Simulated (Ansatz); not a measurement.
Geometry optimisation, RKS PBE0/def2-SVP (Ansatz).

Input file:

```yaml
crystal:
  periodic: [false, false, false]
  atoms:
    - { symbol: Al, position_ang: [-0.098024, 0.840895, 0.01267] }
    - { symbol: F, position_ang: [-0.339084, -2.059712, -0.970173] }
    - { symbol: O, position_ang: [0.796208, 1.449285, -1.295705] }
    - { symbol: O, position_ang: [-1.728229, 1.154448, 0.362907] }
    - { symbol: H, position_ang: [0.189954, -2.080325, -0.227627] }
    - { symbol: As, position_ang: [1.148607, -0.309419, 1.718782] }
    - { symbol: H, position_ang: [0.491445, 1.938536, -2.059848] }
    - { symbol: H, position_ang: [-2.402278, 1.584349, -0.163012] }
    - { symbol: H, position_ang: [1.898405, -1.173963, 0.705598] }
    - { symbol: H, position_ang: [0.042997, -1.344196, 1.916408] }
basis:
  gaussian: { orbitals: def2-SVP }
hamiltonian:
  xc: pbe0
relax:
  f_tol: 0.03
  max_steps: 50
```

Command:

```bash
$ ansatz run input.yaml --threads 2 --pin off --max-ram 3072MiB --backend cpu --events-out ev --progress --plain --runs-dir out
```

Question: Where does it end, and by what steps?

Answer: The run converged. After 8 steps the energy has fallen by 0.338 eV; F2 moved furthest, 0.72 Å. Joined: Al1–F2.

```
step  energy less start (eV)  largest force component (eV/Å)  accepted
   0                  0.0000                           0.773       yes
   1                 -0.0745                           0.722       yes
   2                 -0.1522                           0.837       yes
   3                 -0.2826                           0.429       yes
   4                 -0.3186                           0.383       yes
   5                 -0.3317                           0.163       yes
   6                 -0.3245                           0.344        no
   7                 -0.3379                           0.033       yes
   8                 -0.3382                           0.028       yes
```

```xyz
10
Properties=species:S:1:pos:R:3
Al -0.154 0.554 -0.136
F -0.391 -1.342 -0.901
O 0.769 1.283 -1.369
O -1.759 0.954 0.272
H 0.135 -1.751 -0.228
As 1.170 -0.362 1.716
H 0.485 1.892 -2.049
H -2.374 1.526 -0.186
H 1.972 -1.311 0.819
H 0.146 -1.444 2.062
```

Time of the run: 52 s on 2 threads of Intel(R) Xeon(R) Platinum 8259CL CPU @ 2.50GHz (Skylake/Cascade Lake) (shared host), peak memory 0.32 GiB.
